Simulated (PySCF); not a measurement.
C₃H₅ClGeO. Atoms are numbered in the order given.

```xyz
11

C     -2.4066    -0.2844    -0.6190
C     -1.3050    -0.0293     0.0909
Cl    -1.3468     1.1295     1.4235
Ge     0.4812    -0.7750    -0.2104
C      1.7399     0.7707    -0.5156
O      2.7788     0.6405    -1.1089
H     -3.3650     0.1971    -0.4032
H     -2.3674    -0.9987    -1.4463
H      0.4678    -1.7012    -1.4393
H      0.9329    -1.5329     1.0529
H      1.4271     1.7681    -0.0980
```
Charge 0, spin multiplicity 1.

Geometry: B3LYP-D3(BJ)/def2-SVP. The structure was generated by enumeration, and PubChem lists no compound with its InChIKey, so it may never have been made. One conformer was computed; it need not be the lowest.

The numbers are results of PBE0/pcSseg-1 run with PySCF, not measurements.

GIAO shieldings, no solvent; atoms listed in one row are averaged. δ = σ(ref) − σ: ¹³C against TMS (σ = 186.3 ppm); ³⁵Cl against HCl (σ = 945.9 ppm); ⁷³Ge against GeH4 (σ = 1658.3 ppm); ¹⁷O against H2O (σ = 334.2 ppm); ¹H against TMS (σ = 31.56 ppm), references at their B3LYP-D3(BJ)/def2-TZVP geometries, non-relativistic (without spin–orbit terms, shifts of atoms bonded to Cl or Br come out too high).

```
nucleus  atoms  count  δ (ppm)
-------  -----  -----  -------
¹³C         C5      1    237.9
¹³C         C2      1    156.4
¹³C         C1      1    140.3
³⁵Cl       Cl3      1    285.1
⁷³Ge       Ge4      1    128.2
¹⁷O         O6      1    923.6
¹H         H11      1    12.39
¹H          H7      1     6.76
¹H          H8      1     6.46
¹H         H10      1     4.91
¹H          H9      1     4.62
```
